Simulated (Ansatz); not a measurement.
Cl4SW, charge +1, doublet (typed; the unrestricted solution is spin-contaminated), at a GFN2-xTB geometry (such geometries of metal compounds can be far from the true shape) (the multiplicity is a formal guess) (core potentials on W). Base run: HF/def2-SV(P) in Ansatz (an electronic-structure program).

Ansatz was given this input:
Ansatz 0.2 input:
```yaml
crystal:
  periodic: [false, false, false]
  atoms:
    - {symbol: W, position_ang: [0.00110670, -0.00047700, 0.00117363]}
    - {symbol: S, position_ang: [1.53966532, -0.66360810, 1.63277594]}
    - {symbol: Cl, position_ang: [-1.46446458, 0.63119598, -1.55302746]}
    - {symbol: Cl, position_ang: [0.32912794, 2.09336427, 0.54810743]}
    - {symbol: Cl, position_ang: [1.24014675, -0.93553112, -1.54199173]}
    - {symbol: Cl, position_ang: [-1.55872427, -1.16238046, 1.00507275]}
basis:
  gaussian:
    orbitals: def2-SV_P_.json
hamiltonian:
  xc: hf
total_charge: 1
magnetization: {spin_polarized: true, initial_magnetization: 1}
```
The basis file holds def2-SV(P) in the JSON format of the Basis Set Exchange.

The bond that is stretched is that between atoms 2 and 1. A test that says stable can miss a lower solution.

Each row names what was changed in the base input (with any setting that the change needs).

```csv
change,ΔE vs base (kcal/mol),<S^2>,stability test says
base,0.000,1.653,minimum
spin_polarized = on; lower_state_search = off,0.047,1.651,undecided (no full test)
spin_polarized = on; lower_state_search = standard,0.000,1.653,minimum
bond × 1.25,-15.25,1.773,minimum
spin_polarized = on; lower_state_search = off; bond × 1.25,-15.22,1.772,undecided (no full test)
spin_polarized = on; lower_state_search = standard; bond × 1.25,-15.25,1.773,minimum
bond × 1.5,-7.70,1.784,minimum
spin_polarized = on; lower_state_search = off; bond × 1.5,-7.67,1.783,undecided (no full test)
spin_polarized = on; lower_state_search = standard; bond × 1.5,-7.70,1.784,minimum
bond × 1.8,0.214,1.782,minimum
```

On stretching, the SCF can end on different states; <S^2> shows the spin contamination of each.
